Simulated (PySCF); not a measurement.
Species: `CC1CCPC=1CC`. The columns A, B, C and D hold Mulliken, IAO, Hirshfeld and ESP-fitted charges (e) of one PBE0/pcSseg-1 density (PySCF), in a shuffled order. Coordinates in Å (GFN2-xTB); the density's dipole moment is (-0.57, 1.53, -0.42) D.

```json
{"atom": "C1", "x": "2.468", "y": "-0.815", "z": "-0.657", "A": "-0.269", "B": "+0.055", "C": "-0.411", "D": "-0.120"}
{"atom": "C2", "x": "1.814", "y": "-0.064", "z": "0.501", "A": "-0.145", "B": "-0.054", "C": "-0.253", "D": "-0.072"}
{"atom": "C3", "x": "0.325", "y": "-0.200", "z": "0.430", "A": "-0.512", "B": "-0.217", "C": "-0.203", "D": "-0.055"}
{"atom": "C4", "x": "-0.569", "y": "0.682", "z": "-0.017", "A": "-0.258", "B": "+0.439", "C": "+0.007", "D": "+0.005"}
{"atom": "C5", "x": "-0.303", "y": "2.063", "z": "-0.523", "A": "-0.128", "B": "-0.777", "C": "-0.426", "D": "-0.116"}
{"atom": "C6", "x": "-2.007", "y": "0.233", "z": "0.034", "A": "-0.128", "B": "-0.370", "C": "-0.266", "D": "-0.073"}
{"atom": "C7", "x": "-2.012", "y": "-1.293", "z": "0.113", "A": "-0.449", "B": "-0.002", "C": "-0.428", "D": "-0.113"}
{"atom": "P8", "x": "-0.422", "y": "-1.803", "z": "0.936", "A": "+0.344", "B": "-0.250", "C": "+0.316", "D": "+0.100"}
{"atom": "H9", "x": "2.168", "y": "-0.379", "z": "-1.607", "A": "+0.111", "B": "+0.013", "C": "+0.139", "D": "+0.035"}
{"atom": "H10", "x": "2.154", "y": "-1.857", "z": "-0.643", "A": "+0.123", "B": "-0.003", "C": "+0.143", "D": "+0.032"}
{"atom": "H11", "x": "3.552", "y": "-0.774", "z": "-0.579", "A": "+0.113", "B": "-0.018", "C": "+0.138", "D": "+0.040"}
{"atom": "H12", "x": "2.111", "y": "0.987", "z": "0.478", "A": "+0.118", "B": "+0.010", "C": "+0.132", "D": "+0.038"}
{"atom": "H13", "x": "2.164", "y": "-0.492", "z": "1.445", "A": "+0.121", "B": "+0.096", "C": "+0.139", "D": "+0.038"}
{"atom": "H14", "x": "-0.926", "y": "2.781", "z": "0.010", "A": "+0.122", "B": "+0.194", "C": "+0.149", "D": "+0.046"}
{"atom": "H15", "x": "0.739", "y": "2.345", "z": "-0.403", "A": "+0.115", "B": "+0.220", "C": "+0.144", "D": "+0.044"}
{"atom": "H16", "x": "-0.557", "y": "2.124", "z": "-1.581", "A": "+0.128", "B": "+0.209", "C": "+0.150", "D": "+0.046"}
{"atom": "H17", "x": "-2.565", "y": "0.588", "z": "-0.836", "A": "+0.120", "B": "+0.113", "C": "+0.137", "D": "+0.040"}
{"atom": "H18", "x": "-2.479", "y": "0.663", "z": "0.925", "A": "+0.134", "B": "+0.103", "C": "+0.139", "D": "+0.038"}
{"atom": "H19", "x": "-2.005", "y": "-1.726", "z": "-0.892", "A": "+0.152", "B": "+0.073", "C": "+0.146", "D": "+0.036"}
{"atom": "H20", "x": "-2.877", "y": "-1.696", "z": "0.642", "A": "+0.140", "B": "+0.074", "C": "+0.147", "D": "+0.040"}
{"atom": "H21", "x": "-0.783", "y": "-1.350", "z": "2.223", "A": "+0.047", "B": "+0.094", "C": "-0.039", "D": "-0.028"}
```

Which column most likely holds the ESP-fitted charges?

B. Σ q r misses the density's dipole by 0.09 D (B), 1.49 D (D), 1.74 D (A), 2.29 D (C). Charges fitted to the outside potential are the only set here that is tied to the molecule's multipoles.

And the Hirshfeld charges?

D. The mean sizes are 0.055 e (D), 0.161 e (B), 0.180 e (A), 0.193 e (C), and Hirshfeld charges are commonly the smallest of these schemes.

As computed, A = Mulliken, B = ESP-fitted, C = IAO, D = Hirshfeld. Hydrogens on carbon: Mulliken +0.11 to +0.15, ESP-fitted -0.02 to +0.22, IAO +0.13 to +0.15, Hirshfeld +0.03 to +0.05 e.

The ESP scheme fits charges at the nuclei, held to the total charge, to the electrostatic potential on points at 1.4 to 2.0 times the van der Waals radii. The Mulliken scheme gives each basis function's population to the atom it is centred on and halves the overlap population of two atoms between them.

The structure is a single GFN2-xTB conformer in the gas phase; no vibrational or solvent corrections.

The run behind these numbers computed NMR shieldings as well. On Arm Neoverse N1, one thread, no GPU, shared host, this took 75 s (with the writing of density and orbital grids).
